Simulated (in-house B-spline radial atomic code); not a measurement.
Tl⁺. Computed with a B-spline radial atomic code. Model: non-relativistic spherical atom: semilocal Troullier-Martins pseudo-atom, one channel per l, against all electrons, high spin, G0W0 and RPA with empty states to l = 8, local potential for every l without a channel, a model core (radius 0 = none) keeps its share of the functional.

The core holds an angular momentum without a channel of its own, so the local potential lets valence electrons into it.

Without relativity these are model numbers for so heavy an element.

What the tables leave out is listed at the end.

The pseudopotential gives back the lowest level of each angular momentum of its own functional in the configuration it was made in; a second state of the same l is only approximately right. Exact exchange, RPA and GW see the smooth pseudo-orbitals and miss the exchange with the core, for which the functional's share stands in. The column with an uncorrelated core keeps all orbitals and exact exchange, and so separates missing core correlation from pseudisation. Only the three outermost levels and the lowest empty one were computed. RPA here is direct RPA, with no exchange kernel, and its energies carry an (l + 1/2)⁻⁴ tail. A hybrid on a potential with a model core restores only its own semilocal share of the core's exchange.

Command:
```bash
python run_psgw.py task.json out
```
Settings (lengths in bohr, energies in hartree):
```
Z                      81
electrons              80
configuration          [Xe] 4f14 5d10 6s2
generated_in           [Xe] 4f14 5d10 6s2
functional             lda,vwn
core_shells            11
radius_factor          1.3
core_correction        False
ion_configuration      [Xe] 4f14 5d10 6s1
```

Run time, properties included: 110 s on 1 thread of Arm Neoverse N1, with other jobs on the host.

Given: made with LDA VWN5; model core radius 0 bohr; local radius 1.485 bohr; mean-field start LDA VWN5.

Valence shells of the generating configuration: 5p, 5d, 6s.

Channel: s 2.976, p 1.222, d 1.432 (radii in bohr).

Computed: largest level miss in the spin-unpolarised generating configuration 0 eV; valence RPA correlation energy pseudo -1.2559 hartree; all-electron RPA polarisability, core included 24.08 bohr³; pseudo-atom RPA polarisability 24.126 bohr³; ionisation by mean-field pseudo minus all 0.01 eV; ionisation by RPA all-electron 17.949 eV; ionisation by RPA pseudo minus all 1.236 eV.

| level | occupied | mean-field all-electron (eV) | mean-field pseudo minus all (eV) | G0W0 all-electron (eV) | G0W0 uncorrelated core minus all (eV) | G0W0 pseudo minus all (eV) | exchange self-energy all-electron (eV) | exchange self-energy pseudo (eV) |
| --- | --- | --- | --- | --- | --- | --- | --- | --- |
| 6s | 1 | -14.221 | 0 | -17.898 | 0.034 | -1.29 | -13.404 | -14.116 |
| 5d | 1 | -25.535 | 0 | -31.819 | 0.113 | 0.54 | -38.83 | -30.875 |
| 6p (empty) | 0 | -8.5267 | -0.082 | -5.7206 | 0.034 | 0.048 | -4.2164 | -3.2008 |

**Question.** What is the valence RPA correlation energy all-electron orbitals?

**Answer.** -1.0564 hartree.

**Question.** What is the ionisation by mean-field all-electron?

**Answer.** 18.032 eV.

Given: mean-field start PBE0.

Computed: valence RPA correlation energy all-electron orbitals -1.0003 hartree; valence RPA correlation energy pseudo -1.1956 hartree; all-electron RPA polarisability, core included 22.671 bohr³; ionisation by mean-field all-electron 17.306 eV; ionisation by mean-field pseudo minus all 0.528 eV; ionisation by RPA all-electron 17.77 eV.

| level | occupied | mean-field all-electron (eV) | mean-field pseudo minus all (eV) | G0W0 all-electron (eV) | G0W0 uncorrelated core minus all (eV) | G0W0 pseudo minus all (eV) | exchange self-energy all-electron (eV) | exchange self-energy pseudo (eV) |
| --- | --- | --- | --- | --- | --- | --- | --- | --- |
| 6s | 1 | -14.589 | -0.442 | -17.764 | 0.036 | -1.36 | -13.076 | -14.701 |
| 6p (empty) | 0 | -7.4912 | 0.125 | -5.739 | 0.03 | 0.219 | -3.7956 | -2.8448 |

**Question.** What is the ionisation by RPA pseudo minus all?

**Answer.** 1.339 eV.

**Question.** What is the pseudo-atom RPA polarisability?

**Answer.** 20.69 bohr³.

Given: mean-field start Hartree-Fock.

Computed: valence RPA correlation energy all-electron orbitals -0.87136 hartree; valence RPA correlation energy pseudo -1.0521 hartree; all-electron RPA polarisability, core included 19.541 bohr³; pseudo-atom RPA polarisability 13.391 bohr³; ionisation by mean-field all-electron 15.693 eV; ionisation by mean-field pseudo minus all 2.241 eV.

| level | occupied | mean-field all-electron (eV) | mean-field pseudo minus all (eV) | G0W0 all-electron (eV) | G0W0 uncorrelated core minus all (eV) | G0W0 pseudo minus all (eV) | exchange self-energy all-electron (eV) | exchange self-energy pseudo (eV) |
| --- | --- | --- | --- | --- | --- | --- | --- | --- |
| 6s | 1 | -15.942 | -2.386 | -17.553 | 0.038 | -1.415 | -12.285 | -17.041 |
| 6p (empty) | 0 | -4.917 | 0.595 | -5.6985 | 0.02 | 0.687 | -2.774 | -1.7753 |

**Question.** What is the ionisation by RPA all-electron?

**Answer.** 17.358 eV.

**Question.** What is the ionisation by RPA pseudo minus all?

**Answer.** 1.505 eV.

Among the listed levels the largest G0W0 shift of the pseudo-atom is -1.42 eV, for 6s on the Hartree-Fock start, while leaving the core uncorrelated moves that level by +0.04 eV. So pseudisation and the lost core exchange, not the missing core correlation, make the error. Not in the tables (levels of low weight, unsolved or above zero; the highest and the empty levels are kept at any weight): on LDA the G0W0 levels 5p (pseudo minus all +0.74 eV, weights 0.26 and 0.27); on PBE0 the G0W0 levels 5d (pseudo minus all +1.04 eV, weights 0.84 and 0.83), 5p (pseudo minus all +1.26 eV, weights 0.15 and 0.22); on Hartree-Fock the G0W0 levels 5d (pseudo minus all +2.08 eV, weights 0.94 and 0.72), 5p (pseudo minus all +4.24 eV, weights 0.20 and 0.07).
